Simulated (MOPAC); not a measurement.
A run for MOPAC: AM1 on CH8SeSi (a complex), monomers drawn apart or pushed together.

```
AM1 1SCF PRECISE CHARGE=0 THREADS=1
CH8SeSi

C      0.57270194 1     1.01716234 1    -0.10419243 1
Si    -0.09874862 1    -0.69083929 1     0.26969909 1
H      0.46280381 1     1.66526233 1     0.76649329 1
H      0.03743732 1     1.47086142 1    -0.94034046 1
H      1.63129649 1     0.96992884 1    -0.36620816 1
H      0.62640433 1    -1.30666247 1     1.40877732 1
H      0.04291789 1    -1.58702339 1    -0.90429972 1
H     -1.53744245 1    -0.62673196 1     0.62850508 1
Se    -1.48785312 1     2.37576468 1     6.82271766 1
H     -0.66382862 1     1.16248291 1     6.72227728 1
H     -2.55858840 1     1.74696744 1     6.03574481 1
```

It printed:

```
*******************************************************************************
 **                                                                           **
 **                              MOPAC v23.2.5                                **
 **                                                                           **
 *******************************************************************************
 ** MOPAC's Digital Object Identifier: https://doi.org/10.5281/zenodo.6511958 **
 **                                                                           **
 ** Please cite the open-source release paper for use of this MOPAC version:  **
 ** J. E. Moussa and J. J. P. Stewart (2026)                                  **
 ** MOPAC: An open-source semiempirical molecular orbital program             **
 ** J. Open Source Softw., 11(119), 8025, https://doi.org/10.21105/joss.08025 **
 *******************************************************************************

                              AM1 CALCULATION RESULTS

 *******************************************************************************
 *  AM1        - The AM1 Hamiltonian to be used
 *
 *
 *
 *                 CHARGE ON SYSTEM = 0
 *
 *
 *
 *  PRECISE    - TIGHTER CRITERIA TO BE USED
 *  1SCF       - DO 1 SCF AND THEN STOP
 *  THREADS=1  - MULTI-THREADING NOT USED
 *  T=         - A TIME OF 172800.0 SECONDS REQUESTED
 *  DUMP=N     - RESTART FILE WRITTEN EVERY 7200.0 SECONDS REQUESTED
 *******************************************************************************
AM1 1SCF PRECISE CHARGE=0 THREADS=1
 CH8SeSi

   ATOM   CHEMICAL          X               Y               Z
  NUMBER   SYMBOL      (ANGSTROMS)     (ANGSTROMS)     (ANGSTROMS)

     1       C          0.57270194  *   1.01716234  *  -0.10419243  *
     2      Si         -0.09874862  *  -0.69083929  *   0.26969909  *
     3       H          0.46280381  *   1.66526233  *   0.76649329  *
     4       H          0.03743732  *   1.47086142  *  -0.94034046  *
     5       H          1.63129649  *   0.96992884  *  -0.36620816  *
     6       H          0.62640433  *  -1.30666247  *   1.40877732  *
     7       H          0.04291789  *  -1.58702339  *  -0.90429972  *
     8       H         -1.53744245  *  -0.62673196  *   0.62850508  *
     9      Se         -1.48785312  *   2.37576468  *   6.82271766  *
    10       H         -0.66382862  *   1.16248291  *   6.72227728  *
    11       H         -2.55858840  *   1.74696744  *   6.03574481  *



          CARTESIAN COORDINATES

    NO.       ATOM           X           Y           Z

     1         C          0.5727      1.0172     -0.1042
     2        Si         -0.0987     -0.6908      0.2697
     3         H          0.4628      1.6653      0.7665
     4         H          0.0374      1.4709     -0.9403
     5         H          1.6313      0.9699     -0.3662
     6         H          0.6264     -1.3067      1.4088
     7         H          0.0429     -1.5870     -0.9043
     8         H         -1.5374     -0.6267      0.6285
     9        Se         -1.4879      2.3758      6.8227
    10         H         -0.6638      1.1625      6.7223
    11         H         -2.5586      1.7470      6.0357

  H: (AM1): M.J.S. DEWAR ET AL, J. AM. CHEM. SOC. 107 3902-3909 (1985)
  C: (AM1): M.J.S. DEWAR ET AL, J. AM. CHEM. SOC. 107 3902-3909 (1985)
 Si: (AM1): M.J.S.DEWAR, C. JIE, ORGANOMETALLICS, 6, 1486-1490 (1987).
 Se: (AM1): J. J. P. STEWART, J. MOL. MOD., 10, 155-164 (2004)

           Empirical Formula: C H8 Si Se  =    11 atoms



      MOLECULAR POINT GROUP   :   Cs


      RHF CALCULATION, NO. OF DOUBLY OCCUPIED LEVELS = 11


 -------------------------------------------------------------------------------
 AM1 1SCF PRECISE CHARGE=0 THREADS=1
 CH8SeSi



     1SCF WAS SPECIFIED, SO BFGS WAS NOT USED
     SCF FIELD WAS ACHIEVED


                              AM1 CALCULATION
                                                       MOPAC v23.2.5 Linux




          FINAL HEAT OF FORMATION =         17.56971 KCAL/MOL =      73.51166 KJ/MOL


          COSMO AREA              =        161.27 SQUARE ANGSTROMS
          COSMO VOLUME            =        132.57 CUBIC ANGSTROMS

          IONIZATION POTENTIAL    =          7.821020 EV
          HOMO LUMO ENERGIES (EV) =         -7.821  0.205
          NO. OF FILLED LEVELS    =         11
          MOLECULAR WEIGHT        =        127.1197         POINT GROUP:  Cs

          MOLECULAR DIMENSIONS (Angstroms)

            Atom       Atom       Distance
           Se     9    H     7     8.81781
            H     4    H    10     3.80013
            H     5    H    11     3.32731


          SCF CALCULATIONS        =          1





   ATOM   CHEMICAL          X               Y               Z
  NUMBER   SYMBOL      (ANGSTROMS)     (ANGSTROMS)     (ANGSTROMS)

     1       C          0.57270194  *   1.01716234  *  -0.10419243  *
     2      Si         -0.09874862  *  -0.69083929  *   0.26969909  *
     3       H          0.46280381  *   1.66526233  *   0.76649329  *
     4       H          0.03743732  *   1.47086142  *  -0.94034046  *
     5       H          1.63129649  *   0.96992884  *  -0.36620816  *
     6       H          0.62640433  *  -1.30666247  *   1.40877732  *
     7       H          0.04291789  *  -1.58702339  *  -0.90429972  *
     8       H         -1.53744245  *  -0.62673196  *   0.62850508  *
     9      Se         -1.48785312  *   2.37576468  *   6.82271766  *
    10       H         -0.66382862  *   1.16248291  *   6.72227728  *
    11       H         -2.55858840  *   1.74696744  *   6.03574481  *

                             CARTESIAN COORDINATES

   1    C        0.572701940     1.017162340    -0.104192430
   2   Si       -0.098748620    -0.690839290     0.269699090
   3    H        0.462803810     1.665262330     0.766493290
   4    H        0.037437320     1.470861420    -0.940340460
   5    H        1.631296490     0.969928840    -0.366208160
   6    H        0.626404330    -1.306662470     1.408777320
   7    H        0.042917890    -1.587023390    -0.904299720
   8    H       -1.537442450    -0.626731960     0.628505080
   9   Se       -1.487853120     2.375764680     6.822717660
  10    H       -0.663828620     1.162482910     6.722277280
  11    H       -2.558588400     1.746967440     6.035744810


           Empirical Formula: C H8 Si Se  =    11 atoms



      MOLECULAR POINT GROUP   :   Cs


                  EIGENVALUES
 -28.96919 -20.30374 -15.59898 -14.12620 -14.10740 -12.77837 -11.82030 -11.71518
 -11.70993 -11.56878  -7.82102   0.20502   0.74783   1.60538   1.62257   1.63180
   2.17516   4.49415   4.50371   5.28762


              NET ATOMIC CHARGES AND DIPOLE CONTRIBUTIONS

  ATOM NO.   TYPE          CHARGE      No. of ELECS.   s-Pop       p-Pop
    1          C          -0.491983        4.4920     1.25322     3.23876
    2         Si           0.744422        3.2556     0.85543     2.40015
    3          H           0.087982        0.9120     0.91202
    4          H           0.088077        0.9119     0.91192
    5          H           0.088067        0.9119     0.91193
    6          H          -0.172593        1.1726     1.17259
    7          H          -0.171396        1.1714     1.17140
    8          H          -0.172577        1.1726     1.17258
    9         Se           0.060044        5.9400     1.96048     3.97948
   10          H          -0.030024        1.0300     1.03002
   11          H          -0.030020        1.0300     1.03002
 DIPOLE           X         Y         Z       TOTAL
 POINT-CHG.    -0.050     0.037     0.165     0.177
 HYBRID         0.072    -0.424    -0.552     0.700
 SUM            0.022    -0.386    -0.387     0.547


          ATOMIC ORBITAL ELECTRON POPULATIONS

     Atom    s        px        py        pz
    1  C   1.25322   1.06078   1.12630   1.05168
    2 Si   0.85543   0.81314   0.76728   0.81973
    3  H   0.91202
    4  H   0.91192
    5  H   0.91193
    6  H   1.17259
    7  H   1.17140
    8  H   1.17258
    9 Se   1.96048   1.17497   1.10145   1.70306
   10  H   1.03002
   11  H   1.03002

 **********************
 *                    *
 * JOB ENDED NORMALLY *
 *                    *
 **********************




 == MOPAC DONE ==
```

The run finished.

Cost: around 0.020 core-seconds (rough).
